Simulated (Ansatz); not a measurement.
Molecule: sum formula H$_{4}$BO (charge +1, singlet). It need not be the lowest isomer of its formula. SMILES: B[OH2+]
Structure (B3LYP-D3(BJ)/def2-TZVP (Ansatz, an electronic-structure program) minimum search):
```xyz
6

B     -0.7958     0.3111    -0.0911
O      0.5449    -0.2130     0.0623
H     -1.6133    -0.5233    -0.2119
H     -0.8449     1.4842    -0.0694
H      1.3312     0.3570     0.1731
H      0.7470    -1.1693     0.0647
```
Charge +1, spin multiplicity 1.

Parts of the frozen-core correlation energy in STO-3G (Ansatz, hartree). Frozen orbitals: 2; correlated occupied orbitals by spin: 6 and 6; virtual: 6 and 6. Spin-orbit coupling is left out. Non-relativistic.

```tsv
term	value
reference (HF)	-100.34687
MP2 opposite-spin	(withheld)
MP2 same-spin	(withheld)
CCSD correlation	-0.10205
(T)	(withheld)
FCI minus CCSD(T)	-0.00025
T1 diagnostic	0.012
largest doubles amplitude	0.063
```

### Question
What belongs in the gaps?

### Answer

- MP2 opposite-spin, value: -0.06973
- MP2 same-spin, value: -0.00954
- (T), value: -0.00164
